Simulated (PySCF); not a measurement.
revPBE on Al⁻ (aluminium, charge -1), [Ne] 3s2 3p2, high-spin 3P determinant. Computed with PySCF 2.14 in aug-cc-pV(T+d)Z with one added diffuse shell each of s, p, d, f type (7s6p5d3f, 71 functions), with the non-relativistic Hamiltonian (point nucleus).

```
cycle= 1 E= -242.325133677591  delta_E= 0.00766  |g|= 0.067  |ddm|= 0.958
cycle= 2 E= -242.306770533672  delta_E= 0.0184  |g|= 0.12  |ddm|= 1.31
cycle= 3 E= -242.332201747204  delta_E= -0.0254  |g|= 0.0391  |ddm|= 0.558
cycle= 4 E= -242.286305945494  delta_E= 0.0459  |g|= 0.108  |ddm|=  1.4
cycle= 5 E= -242.305681942715  delta_E= -0.0194  |g|= 0.089  |ddm|= 0.219
cycle= 6 E= -242.332273944801  delta_E= -0.0266  |g|= 0.0228  |ddm|= 1.96
cycle= 7 E= -242.33923338931  delta_E= -0.00696  |g|= 0.00172  |ddm|= 1.65
cycle= 8 E= -242.339208772022  delta_E= 2.46e-05  |g|= 0.00359  |ddm|= 0.0356
cycle= 9 E= -242.339256392362  delta_E= -4.76e-05  |g|= 0.000159  |ddm|= 0.0469
cycle= 10 E= -242.339249291751  delta_E= 7.1e-06  |g|= 0.00138  |ddm|= 0.0226
cycle= 11 E= -242.339257388409  delta_E= -8.1e-06  |g|= 9.18e-05  |ddm|= 0.00961
cycle= 12 E= -242.339257473688  delta_E= -8.53e-08  |g|= 4.42e-06  |ddm|= 0.00183
cycle= 13 E= -242.339257473632  delta_E= 5.63e-11  |g|= 5.71e-06  |ddm|= 9.14e-05
converged SCF energy = -242.339257473632  <S^2> = 2.004384  2S+1 = 3.0029213
```

Highest occupied orbital energy: 0.939 eV; ⟨L²⟩ = 2.02; populations by l: s 6.00, p 8.00, d 0.00, f 0.00.

**Question.** Can this result be used?

**Answer.** With care. The calculation finished and met its thresholds. At revPBE the highest occupied level has a positive energy, so only the finite basis holds that electron; in a semilocal or global hybrid functional this comes from self-interaction and does not mean that the real anion is unbound.
